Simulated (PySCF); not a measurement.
Spin-rotation constants: `[H][Si]([H])([H])[GeH3]`, GeH6Si

Cartesian coordinates in Å; atom numbers follow the order of the lines, from 1:
```xyz
8

Si   -0.0037    0.0078   -1.2164
Ge    0.0028   -0.0063    1.1139
H     0.7898    1.0928    1.7663
H     0.5679   -1.2436    1.7483
H    -1.3431    0.1173    1.7662
H     1.3667   -0.0109   -1.7291
H    -0.6714    1.2091   -1.7178
H    -0.7089   -1.1663   -1.7314
```

Method used: PySCF, GIAO BP86/def2-SVP magnetisability, rotational g tensor and spin-rotation constants, non-relativistic, gas phase. Geometry: GFN2-xTB.

The calculation is non-relativistic, which matters for the atoms heavier than Zn.

Q: Give the nuclear spin-rotation constants along the inertial axes (H = +C I·J) beside the isotropic shieldings.

A: Rotational constants 44.9825, 3.7327, 3.7326 GHz. A star marks the isotopologue with that one atom substituted, in its own axes.
| atom | isotope | Caa (kHz) | Cbb (kHz) | Ccc (kHz) | mean (kHz) | σ (ppm) |
| --- | --- | --- | --- | --- | --- | --- |
| H3 | 1H | -3.143 | -0.183 | -0.183 | -1.170 | 28.5 |
| H4 | 1H | -3.159 | -0.182 | -0.182 | -1.175 | 28.5 |
| H5 | 1H | -3.143 | -0.183 | -0.183 | -1.170 | 28.5 |
| H6 | 1H | -3.563 | -0.148 | -0.148 | -1.286 | 28.1 |
| H7 | 1H | -3.559 | -0.149 | -0.149 | -1.286 | 28.1 |
| H8 | 1H | -3.560 | -0.148 | -0.148 | -1.286 | 28.1 |
| Si1 | 29Si* | -19.667 | -1.664 | -1.664 | -7.665 | 502.6 |
| Ge2 | 73Ge* | -9.288 | -0.813 | -0.813 | -3.638 | 1752.4 |

Where two moments of inertia are equal or nearly so, the constants along those axes are given as their average.
For the geometry as given, no vibrational averaging.
